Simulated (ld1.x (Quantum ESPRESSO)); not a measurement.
Cd (Z = 48), PAW: configuration errors across variants

```json
{
  "Element": "cadmium",
  "Generator": "ld1.x (Quantum ESPRESSO) 7.5",
  "Type": "PAW",
  "Functional": "PBEsol",
  "Relativity": "scalar-relativistic",
  "Frozen core": "[Kr]",
  "Valence charge": "12",
  "Reference configuration": "4d10 5s2 5p0",
  "Partial waves": "5s (bound): rcut 1.70, rcutus 2.05 bohr; 5s channel at 1.85 Ry: rcut 1.70, rcutus 2.05 bohr; 5p (bound, empty): rcut 2.90, rcutus 3.20 bohr; 5p channel at 0.65 Ry: rcut 2.90, rcutus 3.20 bohr; 4d (bound): rcut 2.05, rcutus 2.15 bohr; 4d channel at 0.85 Ry: rcut 2.05, rcutus 2.15 bohr",
  "Local potential": "all-electron potential smoothed inside 2.30 bohr (lloc = -2)",
  "Core correction": "Bessel-smoothed model core inside 1.60 bohr",
  "Augmentation charge": "PSQ, radius 1.45 bohr"
}
```

All-electron excitation energies from the reference (eV): (1) 4d10 5s1 5p0 9.308; (2) 4d10 5s0 5p0 26.404; (3) 4d10 5s1 5p1 4.729; (4) 4d10 5s0 5p1 15.157; (5) 4d10 5s0 5p2 9.766; (6) 4d9 5s2 5p0 17.975.

The overlap operator is not positive definite (basis up to 400 Ry) in “local potential all-electron potential smoothed inside 1.28 bohr (lloc = -2)”. Such files are unfit for use, however small their errors in these radial tests.

Tests that are not counted but printed errors over 1 eV. “base”: 4d9 5s0 5p0 (solver errors, printed error -817 eV). “waves 5s (bound): rcut 1.70, rcutus 3.14 bohr; 5s channel at 1.85 Ry: rcut 1.70, rcutus 3.14 bohr”: 4d9 5s0 5p0 (solver errors, printed error -817 eV). “local potential all-electron potential smoothed inside 2.50 bohr (lloc = -1)”: 4d9 5s0 5p0 (solver errors, printed error -817 eV). “augmentation PSQ, inside the norm-conserving radii”: 4d9 5s0 5p0 (solver errors, printed error -817 eV). “core correction a·sin(br)/r model core, default radius (ld1.x builds one for every PAW set, though the input has nlcc=.false.)”: 4d9 5s0 5p0 (solver errors, printed error -817 eV).

1 further variants failed, have other tests or too few solved ones, and are left out.

A true bound ghost makes a file unfit for plane-wave use even where its test errors are small: the radial tests pick states by their node count and pass the ghost by. Where a test does run into it, the solver fails or the error is huge.

Errors AE − PS in meV (a dash: test not solved or not reliable):

| change | (1) | (2) | (3) | (4) | (5) | (6) | bound ghosts |
| --- | --- | --- | --- | --- | --- | --- | --- |
| base | -2.9 | -12 | -1.2 | -5.3 | -3.2 | -74 | none |
| waves 5s (bound): rcut 1.70, rcutus 3.14 bohr; 5s channel at 1.85 Ry: rcut 1.70, rcutus 3.14 bohr | -2.5 | -12 | -1.1 | -5.2 | -3.2 | -72 | none |
| waves 4d (bound): rcut 2.05, rcutus 2.60 bohr; 4d channel at 0.85 Ry: rcut 2.05, rcutus 2.60 bohr | -4.6 | -19 | -1.6 | -8.1 | -4.5 | -107 | none |
| local potential all-electron potential smoothed inside 2.50 bohr (lloc = -1) | -2.8 | -12 | -1.2 | -5.2 | -3.2 | – | none |
| augmentation PSQ, inside the norm-conserving radii | -2.9 | -12 | -1.1 | -4.9 | -2.7 | -66 | none |
| core correction a·sin(br)/r model core, default radius (ld1.x builds one for every PAW set, though the input has nlcc=.false.) | -1.9 | -6.0 | -1.1 | -4.0 | -2.6 | -74 | none |
| local potential all-electron potential smoothed inside 1.28 bohr (lloc = -2) | -2.5 | -8.0 | -1.0 | -3.5 | -2.0 | -69 | s (d not tested, overlap not positive) |

(1) Give the same row for: wave 5s channel at 1.85 Ry: rcut 1.70, rcutus 2.05 bohr becomes 5s channel at 7.07 Ry: rcut 1.70, rcutus 2.05 bohr.

## Answers

(1) -2.8, -12, -1.2, -5.3, -3.2, -69; bound ghosts: none. Not counted: 4d9 5s0 5p0 (solver errors, printed error -817 eV).
